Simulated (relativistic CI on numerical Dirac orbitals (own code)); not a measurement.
Gd¹⁶⁺: sensitivity of the levels to the model

Base calculation: Dirac-Coulomb-Breit CI, separate exchange-only KLI orbitals for each configuration, a model potential for QED, unscaled Slater integrals.

Configurations in the expansion (outside the closed core [Kr]): 4d¹⁰4f², 4d¹⁰4f5s, 4d¹⁰5s², 4d¹⁰5s5p, 4d¹⁰4f5p, 4d¹⁰5p², 4d¹⁰5s5d, 4d⁹4f³, 4d¹⁰4f5d, 4d¹⁰5p5d, 4d⁹4f5s², 4d¹⁰5d², 4d¹⁰4f5f, 4d¹⁰4f6s, 4d⁹4f5s5p, 4d⁹4f²5s. Levels of other configurations are missing.

Variants: (1) non-relativistic limit. Shifts of the energy above 4d¹⁰4f² ³H4, in cm⁻¹, for the lowest level and the first level of each name with at least 55 % of one term (blank where a level changes its place among those of its configuration and J or its character, or is not in the variant):

| Level | Base | Δ(1) |
| --- | --- | --- |
| 4d¹⁰4f² ³H4 | 0 | 0 |
| 4d¹⁰4f² ³H5 | 6785 | -6785 |
| 4d¹⁰4f² ³F2 | 12151 | -2290 |
| 4d¹⁰4f² ³H6 | 13475 | -13475 |
| 4d¹⁰4f² ³F3 | 16687 | -6826 |
| 4d¹⁰4f² ¹D2 | 41841 | -6861 |
| 4d¹⁰4f² ¹I6 | 49866 | -7350 |
| 4d¹⁰4f² ³P0 | 50207 | -4301 |
| 4d¹⁰4f² ³P1 | 52446 | -6540 |
| 4d¹⁰4f² ³P2 | 56392 | -10486 |
| 4d¹⁰4f² ¹S0 | 110412 | -7184 |
| 4d¹⁰4f5s ³F°2 | 134794 | +144814 |
| 4d¹⁰4f5s ³F°3 | 136752 | +142856 |
| 4d¹⁰4f5s ³F°4 | 143267 | +136341 |
| 4d¹⁰4f5s ¹F°3 | 149186 | +137008 |
| 4d¹⁰5s² ¹S0 | 283262 | +292878 |
| 4d¹⁰4f5p ³G3 | 352719 |  |
| 4d¹⁰4f5p ³F2 | 356910 | +114519 |
| 4d¹⁰4f5p ³D3 | 439436 | +52241 |
| 4d¹⁰4f5p ³D1 | 441775 | +49902 |
| 4d¹⁰4f5p ³G5 | 442460 | +41634 |
| 4d¹⁰4f5p ¹G4 | 445329 | +51308 |

At this charge transitions that keep the count of f electrons are usually good to a few per cent. Terms inside the open d or f shell come out 10 to 20 % too wide with unscaled integrals. Levels that differ in their count of f electrons can be misplaced by several ten thousand cm⁻¹, since the correlation energy of f electrons is missing or only estimated; rates across such gaps can be off by orders of magnitude.

Ionisation energy from one configuration of each of the two ions, the ground ones as tabulated or assumed: base 348.72 eV. The NIST ASD value (theoretical) is 352 ± 17 eV.

LS names give the leading component of a level, which can be under half, so a name can repeat, a term be missing and a line seem to break the LS rules.
